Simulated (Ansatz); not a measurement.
Program: Ansatz. Geometries: PBE0-D4/def2-TZVP. ΔE: electronic, gas phase. CCSD(T)/CBS adds triple-zeta CCSD(T) − MP2 to the extrapolated MP2 energy (def2 sets, frozen cores). def2 core potentials past Kr. For Sn outer-core shells are correlated without core-valence functions, which leaves a few kJ/mol of doubt a bond. One conformer a species, not always the lowest.

Reaction (substitution at a C–C bond): `CCBCF` + `[SH][SnH]([Cl])[Cl]` → `C[S][SnH]([Cl])[Cl]` + `CBCF`

`CCBCF`:

Z-matrix (Å, degrees):
```
C
C 1 1.522
H 1 1.093 2 111.1
H 1 1.093 2 112.0 3 -120.1
H 1 1.093 2 111.2 3 119.2
B 2 1.550 1 117.9 3 -64.0
H 2 1.105 1 110.4 3 177.2
H 2 1.097 1 111.8 3 63.9
C 6 1.557 2 122.6 1 170.0
H 6 1.203 2 122.2 1 -11.8
F 9 1.391 6 115.1 2 -1.2
H 9 1.101 6 109.7 2 -123.2
H 9 1.100 6 110.3 2 121.2
```

`[SH][SnH]([Cl])[Cl]`:

Cartesian coordinates in Å:
```
S -0.596 -0.378 -1.812
Sn 0.117 0.347 0.334
Cl 0.936 -1.477 1.503
Cl 1.867 1.803 -0.054
H -1.286 -1.408 -1.288
H -1.037 1.113 1.316
```

`C[S][SnH]([Cl])[Cl]`:

Z-matrix (Å, degrees):
```
C
S 1 1.819
H 1 1.089 2 111.1
H 1 1.089 2 111.1 3 123.4
H 1 1.090 2 105.8 3 -118.3
Sn 2 2.361 1 98.9 3 -61.8
Cl 6 2.322 2 108.6 1 -55.9
Cl 6 2.322 2 108.6 1 56.3
H 6 1.695 2 115.4 1 -179.8
```

`CBCF`:

Z-matrix (Å, degrees):
```
C
B 1 1.556
H 1 1.097 2 109.4
H 1 1.092 2 115.7 3 122.9
H 1 1.097 2 109.5 3 -114.0
C 2 1.557 1 120.1 3 -122.6
H 2 1.198 1 120.2 3 57.3
F 6 1.387 2 115.7 1 -180.0
H 6 1.101 2 109.7 1 -57.4
H 6 1.101 2 109.5 1 57.6
```

```csv
species,CCSD(T)/def2-TZVPP energy (Eh)
`CCBCF`,-243.42117
`[SH][SnH]([Cl])[Cl]`,-1532.15954
`C[S][SnH]([Cl])[Cl]`,-1571.39634
`CBCF`,-204.18331
```

**Question.** Work out ΔE.

**Answer.** ΔE = (-1571.39634) + (-204.18331) − (-243.42117) − (-1532.15954) = 0.00106 Eh = +2.8 kJ/mol. CCSD(T)/CBS gives -0.9 kJ/mol.

Largest T1 diagnostic among the species: 0.011.

At CCSD(T), def2-SVP lies +12.5 kJ/mol from the extrapolated value and def2-TZVPP +3.7 kJ/mol. The D4 term adds −4.6 kJ/mol with B3LYP and −2.6 kJ/mol with PBE0; it sums over pairs of atoms, weighted by their polarisabilities, and B3LYP, whose exchange is more repulsive, gets the larger term.

B3LYP here is the variant with VWN-RPA as its local correlation; programs differ in this.
